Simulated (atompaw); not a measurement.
# Building the PAW (atompaw) potential for Zn (PBE, scalar-relativistic).

The input file (atompaw 4.2.0.5):

```
Zn 30
GGA-PBE scalarrelativistic loggrid 1500 logderivrange -3 5 201
4 4 3 0 0 0
4 1 0
0 0 0
c
c
c
v
c
c
v
v
2
2.60 2.15 2.05 2.45
y
1.3
n
y
1.6
n
y
-0.2
n
custom rrkj gramschmidtortho sinc
3 0 troulliermartins
2.60
2.60
2.60
2.60
1.35
1.35
PWSCFOUT
UPFDX 0.0125d0 UPFXMIN -7.d0 UPFZMESH 30.d0
END
```

Command:

```bash
atompaw < Zn.input > Zn.log
```

The program printed (summary file):

```
Completed calculations for Zn (AE)

 Exchange-correlation type: GGA, Perdew-Burke-Ernzerhof

 Radial integration grid is logarithmic
 r0 =   2.7940573E-04 h =   8.3821719E-03   n =      1500 rmax =   8.0000000E+01

 Scalar relativistic calculation

 AEatom converged in  35 iterations
   nz     =  30.00
   delta  =       9.607960026744E-17

 All Electron Orbital energies:
  n  l      occupancy      energy
  1  0      2.0000000E+00 -7.0012894E+02
  2  0      2.0000000E+00 -8.5135850E+01
  3  0      2.0000000E+00 -9.4984032E+00
  4  0      2.0000000E+00 -4.3943888E-01
  2  1      6.0000000E+00 -7.3794732E+01
  3  1      6.0000000E+00 -6.1299703E+00
  4  1      0.0000000E+00 -8.1992200E-02
  3  2      1.0000000E+01 -7.4530839E-01

 Total energy
   Total                    :    -3592.03754354119110

 ---
 Completed calculations for Zn (SC)

 Exchange-correlation type: GGA, Perdew-Burke-Ernzerhof

 Radial integration grid is logarithmic
 r0 =   2.7940573E-04 h =   8.3821719E-03   n =      1500 rmax =   8.0000000E+01

 Scalar relativistic calculation

 SCatom converged in   2 iterations
   nz     =  30.00
   delta  =       4.983040389275E-17

 Valence Electron Orbital energies:
  n  l      occupancy      energy
   4  0      2.0000000E+00 -4.3943888E-01
   4  1      0.0000000E+00 -8.1992199E-02
   3  2      1.0000000E+01 -7.4530839E-01

 Total energy
   Total                    :    -3592.03754355156434
   Valence                  :     -243.75144039798155

 PAW parameters:
       lmax =            2
         rc =    2.6169178065613394
        irc =         1092
   rc_shape =    2.1580058091843526
    rc_vloc =    2.0521434842839721
    rc_core =    2.4677716066157673
   Vloc: Norm-conserving Troullier-Martins with l= 3;e=   0.0000E+00
   Projector type: RRKJ pseudization + Gram-Schmidt ortho.
   Sinc^2 compensation charge shape zeroed at   2.1580E+00

 Number of basis functions     6
 No.   n  nodes  l      Energy         Cp coeff         Occ
  1    4    3    0   -0.4394389E+00  0.1000000E+01  0.2000000E+01
  2  999    4    0    0.1300000E+01  0.2591792E-01  0.0000000E+00
  3    4    2    1   -0.8199220E-01  0.1000000E+01  0.0000000E+00
  4  999    3    1    0.1600000E+01  0.3637960E-01  0.0000000E+00
  5    3    0    2   -0.7453084E+00  0.1000000E+01  0.1000000E+02
  6  999    1    2   -0.2000000E+00  0.1786101E-03  0.0000000E+00

 Eigenvalues of overlap operator (in the basis of projectors):
    1        4.41091767E-03
    2        6.07255763E-03
    3        1.21016100E+00
    4        4.27735915E+00
    5        1.04846621E+01
    6        2.00323878E+04

 Orbital leakage outside PAW augmentation regions
   orb  is_core?  %out_of_sphere
   1 0    T          -0.00
   2 0    T          -0.00
   3 0    T           0.00
   4 0    F          44.36
   2 1    T           0.00
   3 1    T           0.01
   4 1    F          79.76
   3 2    F           1.51

 Summary of PAW energies
   Total valence energy     :   -243.75144337153915
   Smooth energy            :     30.54771622106078
   One center               :   -274.29915959259995
   Smooth kinetic           :     45.74862053080431
   Vloc energy              :    -10.06130854545227
   Smooth exch-corr         :     -7.45431794994399
   One-center xc            :   -135.56820999496318
```

The run took about 17 s on one core of a shared server CPU.
